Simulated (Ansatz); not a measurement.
System: C3H5S, net charge -1, singlet state. It need not be the lowest isomer of its formula. Whether it binds its extra electron was not tested at this geometry. 
Structure (B3LYP-D3(BJ)/def2-TZVP (Ansatz, an electronic-structure program) minimum search):
```xyz
9

C     -0.0953     1.3311     0.0121
C     -1.1512     0.3289    -0.5164
S     -0.0077    -1.0735     0.2336
C      1.0823     0.3650    -0.1221
H     -0.1823     1.6050     1.0858
H     -0.0047     2.2677    -0.5625
H     -2.0659     0.3540     0.1024
H      1.4292     0.3101    -1.1589
H      1.9321     0.4897     0.5544
```
Charge -1, spin multiplicity 1.

Basis-set convergence of Hartree-Fock and MP2 correlation energies (hartree) with Ansatz. Valence correlation only, unless marked. No spin-orbit coupling. No relativistic terms. This anion needs diffuse functions, which these sets lack.

```csv
basis,functions,E(HF),"E(corr, MP2)"
cc-pV(D+d)Z,90,-513.93159,-0.56184
cc-pV(T+d)Z,199,-513.98369,-0.70133
cc-pV(Q+d)Z,379,[?],[?]
```

Complete the blanks.


- cc-pV(Q+d)Z, E(HF): -513.99753
- cc-pV(Q+d)Z, E(corr, MP2): -0.75103
